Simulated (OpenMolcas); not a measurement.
**Ions of charge +3 along the 4d row on the Mg site of KMgF3**

| Quantity | Value |
| --- | --- |
| Program | OpenMolcas |
| Method | SS-CASPT2, IPEA 0.25 Eh, imaginary shift 0.1 Eh |
| Spin-orbit coupling | state interaction with AMFI integrals over the reference wave functions |

The d shell is active; CASPT2 correlates the ligand valence shells and the outer metal core. Each dopant is a cluster with its nearest anions in model potentials and point charges, with no relaxation and no local charge compensation. Distances were set from a Shannon-type radius of the metal (high-spin where two are listed) plus a fixed donor radius (F 1.31 Å), in hosts weighted 0.65 to 0.35 with the host's distance in the model lattice. Ligand basis ANO-RCC-VDZP, DKH2 Hamiltonian. States (labels of O, the rotations of Oh). Energies in cm-1 above the lowest state or level, χT in cm3 K/mol; under a threefold ground state the first gap can be a small split of the lowest multiplet, not the spin-orbit step; 10Dq and B are least-squares fits to the states below 45000 cm-1, weighted by degeneracy, with a free offset, and given where the rms deviation is under 5 % of |10Dq| (or 100 cm-1) and under 700 cm-1. Spin-only χT is S(S+1) / 2 for the spin of the ground state.

```json
{"Ion": "Nb3+", "Shell": "4d2", "R (Å)": "2.015", "Metal basis": "ANO-RCC-VTZP", "Ground state": "3T1", "First state of that spin": "3T2 28900", "10Dq": "30493", "B (rms of fit)": "551 (105)", "First gap with spin-orbit (degeneracies)": "20 (2, 3)", "χT at 300 K": "0.467", "First state of another spin": "1T2 7300", "Spin-only χT": "1.000"}
{"Ion": "Mo3+", "Shell": "4d3", "R (Å)": "1.995", "Metal basis": "ANO-RCC-VTZP", "Ground state": "4A2", "First state of that spin": "4T2 29250", "10Dq": "28914", "B (rms of fit)": "559 (232)", "First gap with spin-orbit (degeneracies)": "10930 (4, 4)", "χT at 300 K": "1.784", "First state of another spin": "2E 11020", "Spin-only χT": "1.875"}
{"Ion": "Ru3+", "Shell": "4d5", "R (Å)": "1.989", "Metal basis": "ANO-RCC-VTZP", "Ground state": "2T2", "First state of that spin": "2A2 19870", "10Dq": "23857", "B (rms of fit)": "573 (418)", "First gap with spin-orbit (degeneracies)": "1960 (2, 4)", "χT at 300 K": "0.632", "First state of another spin": "4T1 12740", "Spin-only χT": "0.375"}
{"Ion": "Pd3+", "Shell": "4d7", "R (Å)": "2.041", "Metal basis": "ANO-RCC-VTZP", "Ground state": "2E", "First state of that spin": "17680", "10Dq": "", "B (rms of fit)": "", "First gap with spin-orbit (degeneracies)": "8250 (4, 2)", "χT at 300 K": "0.496", "First state of another spin": "4T1 9590", "Spin-only χT": "0.375"}
{"Ion": "Ag3+", "Shell": "4d8", "R (Å)": "2.034", "Metal basis": "ANO-RCC-VTZP", "Ground state": "3A2", "First state of that spin": "3T2 22500", "10Dq": "", "B (rms of fit)": "", "First gap with spin-orbit (degeneracies)": "4860 (3, 2)", "χT at 300 K": "1.213", "First state of another spin": "1E 4910", "Spin-only χT": "1.000"}
```

Among the 3 ions with a close fit, |10Dq| is smallest for Ru3+ (23857 cm-1) and largest for Nb3+ (30493 cm-1). The error differs from ion to ion, so this order need not be the real one.

B goes from 551 cm-1 (Nb3+) to 573 cm-1 (Ru3+).

Below the highest spin of the shell: Ru3+, Pd3+. χT departs most from the spin-only value for Nb3+, by -0.533 cm3 K/mol.

Roots that are degenerate in the reference are averaged as groups; the widest CASPT2 spread within a group is 2400 cm-1 (the 3-fold group of multiplicity 1 near 25500 cm-1 above the lowest state of its run, Ag3+). Shifts and gaps below about the spread of the groups concerned are not significant. Over all roots computed the reference weight is 0.73 to 0.74 in Nb3+, 0.73 to 0.74 in Mo3+, 0.72 to 0.73 in Ru3+, 0.70 to 0.73 in Pd3+, 0.66 to 0.72 in Ag3+; the roots of lowest weight are the least certain, and an intruder state may touch them. Ligand-to-metal charge-transfer states are missing. With no ligand orbital active B as a rule stays too high, so bands that hang on it stand too high and its fall with covalency is understated. With one d shell and no ligand orbital active, 10Dq can be off by a tenth or more. An orbital triplet at a regular site is open to Jahn-Teller coupling, which can distort the site and quench the lowest spin-orbit gaps and is left out (holds for Nb3+; Ru3+). The least metal-like active orbital is 82 % on the metal (Löwdin) and no ligand orbital is active, so the numbers are rough (holds for Nb3+; Ru3+). The least metal-like active orbital is 83 % on the metal (Löwdin) and no ligand orbital is active, so the numbers are rough (holds for Mo3+). An orbital doublet at a regular site is open to a Jahn-Teller distortion, which this geometry leaves out (holds for Pd3+). This shell can be high or low spin here, a state of another spin lies low, and with metal d orbitals alone active their balance is uncertain, so the ground spin may be wrong, although the usual error favours high spin (holds for Pd3+). The least metal-like active orbital is 78 % on the metal (Löwdin) and no ligand orbital is active, so the numbers are rough (holds for Pd3+). These CASPT2 states fit no ligand-field parameters well, so their order and spin gaps are uncertain (holds for Pd3+). Real 4d8 and 5d8 ions are as a rule square planar and diamagnetic (holds for Ag3+). The least metal-like active orbital is 76 % on the metal (Löwdin) and no ligand orbital is active, so the numbers are rough (holds for Ag3+). No measured value stands beside these numbers; the geometry was set by hand and not optimised.
